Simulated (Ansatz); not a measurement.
# Ligand exchange: CBrCl3 + SiH2(CH3)2 → C2H3Cl3 + SiH2(CH3)Br

Gas-phase species: CBrCl3 (bromotrichloromethane) `ClC(Cl)(Cl)Br`, singlet; SiH2(CH3)2 (dimethylsilane), singlet; C2H3Cl3 (1,1,1-trichloroethane) `CC(Cl)(Cl)Cl`, singlet; SiH2(CH3)Br, singlet. The partners trade Br for CH3: C–Br and Si–CH3 bonds give way to C–CH3 and Si–Br.

Shapes, held fixed at every level: PBE0-D4/def2-TZVP. Programs: Ansatz 0.2.0. The zero-point and thermal change to 298 K, harmonic and unscaled (PBE0-D4/def2-TZVP), is +7.0 kJ/mol.

(1) Estimate ΔH(298 K) of this reaction.

Results:

(1) The highest level, CCSD(T)/def2-TZVPP, gives ΔH(298 K) = -163.3 kJ/mol; the levels span -179.5 to -162.0. The column of differences is taken from that level and isn't an error. No measured value is set beside it here. Relativity is left out for Br. Outer-core shells of Br are correlated, in sets that cover them unevenly.

```tsv
level	kind	ΔH(298 K) (kJ/mol)	less CCSD(T)/def2-TZVPP
r2SCAN-D4/def2-TZVPP	meta-GGA	-162.3	+1.0
BHLYP-D4/def2-TZVPP	global hybrid	-171.8	-8.5
r2SCAN0-D4/def2-TZVPP	global hybrid	-170.5	-7.2
wB97X-V/def2-TZVPP	range-separated hybrid	-165.0	-1.7
B2PLYP/def2-TZVPP	double hybrid	-162.0	+1.3
MP2/def2-TZVPP	perturbation theory	-163.4	-0.1
CCSD/def2-SVP	coupled cluster or CI	-179.5	-16.2
CCSD(T)/def2-TZVPP	coupled cluster or CI	-163.3	0.0
```
